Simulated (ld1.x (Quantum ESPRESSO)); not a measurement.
## Configuration tests for Be (Z = 4) (RRKJ)

- Element: Be
- Generator: ld1.x (Quantum ESPRESSO) 7.5
- Type: norm-conserving RRKJ (Kleinman–Bylander form)
- Functional: PBE
- Relativity: non-relativistic
- Frozen core: [He]
- Valence charge: 2
- Reference configuration: 2s2 2p0
- Partial waves: 2s (bound): rc 2.05 bohr; 2p (bound, empty): rc 4.20 bohr
- Local potential: all-electron potential smoothed inside 2.15 bohr (lloc = -2)
- Core correction: Bessel-smoothed model core, default radius (core density twice the valence density)

Energies are relative to the spin-unpolarised reference configuration 2s2 2p0; without spin polarisation the order of configurations can differ from experiment.

Q: Give the all-electron excitation energy and the error of the potential for: 2s1 2p0; 2s1.5 2p0; 2s1 2p1; 2s0 2p1; 2s0 2p2.

A:

```json
{"valence configuration": "2s1 2p0", "charge": "+1", "ΔE all-electron (eV)": "9.549", "error AE − PS (meV)": "+7.4"}
{"valence configuration": "2s1.5 2p0", "charge": "+0.5", "ΔE all-electron (eV)": "3.760", "error AE − PS (meV)": "+1.2"}
{"valence configuration": "2s1 2p1", "charge": "0", "ΔE all-electron (eV)": "3.610", "error AE − PS (meV)": "-27"}
{"valence configuration": "2s0 2p1", "charge": "+1", "ΔE all-electron (eV)": "13.456", "error AE − PS (meV)": "-246"}
{"valence configuration": "2s0 2p2", "charge": "0", "ΔE all-electron (eV)": "7.247", "error AE − PS (meV)": "-109"}
```

Levels in the configuration 2s0 2p1:

```tsv
level	all-electron (eV)	pseudo (eV)
2p	-9.855	-9.964
```
